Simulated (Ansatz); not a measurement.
Species: InF, net charge 0, singlet state. SMILES: [F][In]
Structure (B3LYP-D3(BJ)/def2-TZVP (Ansatz, an electronic-structure program) minimum search):
```
F
In 1 2.0109
```
Charge 0, spin multiplicity 1.

Quantity: atomisation energy (electronic, to ground-state atoms), in eV. Valence correlation only, unless marked. Open shells are spin-unrestricted. No spin-orbit coupling. Frozen are the shells of the preceding noble gas and the d and f shells that filled before the atom's block. In def2 rows, elements after Kr have scalar-relativistic effective core potentials. STO-3G rows are all-electron and non-relativistic. The coupled-cluster limit lacks core correlation, which all-electron functionals hold. CBS marks a two-point X^-3 extrapolation of the correlation energy; Hartree-Fock from the larger set.

| level | program | atomisation energy (eV) |
|---|---|---|
| BLYP-D4/def2-TZVPD | Ansatz + dftd4 | 5.78 |
| BLYP/def2-TZVPD | Ansatz | 5.74 |
| revPBE-D3(BJ)/def2-TZVPD | Ansatz + dftd3 | 5.58 |
| revPBE/def2-TZVPD | Ansatz | 5.55 |
| B97M-V/def2-TZVPD | Ansatz | 5.67 |
| B3LYP/def2-TZVPD | Ansatz | 5.54 |
| PBE0/def2-TZVPD | Ansatz | 5.43 |

Task: Predict the CCSD(T)/CBS(def2-TZVPPD,def2-QZVPPD) result (Ansatz).

Result: 5.66 eV
